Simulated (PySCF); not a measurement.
Computed shifts of a molecule C3H5BFNO, B3LYP/pcSseg-1 in PySCF, GIAO, gas phase, equivalent atoms averaged, in ppm (number of nuclei): ¹³C: 161.4 (1), 159.8 (1), 39.9 (1). ¹⁵N: 71.5 (1). ¹⁹F: -148.2 (1). ¹H: 7.07 (1), 4.85 (1), 2.61 (3). References: ¹³C against TMS (σ = 181.3 ppm); ¹⁵N against NH3 (σ = 265.5 ppm); ¹⁹F against CFCl3 (σ = 161.7 ppm); ¹¹B against BF3 (σ = 86.3 ppm); ¹⁷O against H2O (σ = 333.8 ppm); ¹H against TMS (σ = 31.68 ppm), references at their B3LYP-D3(BJ)/def2-TZVP geometries, non-relativistic. Coordinates come from a B3LYP-D3(BJ)/def2-SVP optimisation. One conformer was computed; it need not be the lowest.

Identify the compound among the candidates.
(A) NB(F)C1=COC1
(B) CN1C=C(F)B1O
(C) C=C1OB(N)[C@@H]1F
(D) FB1NCC=CO1

B, CN1C=C(F)B1O
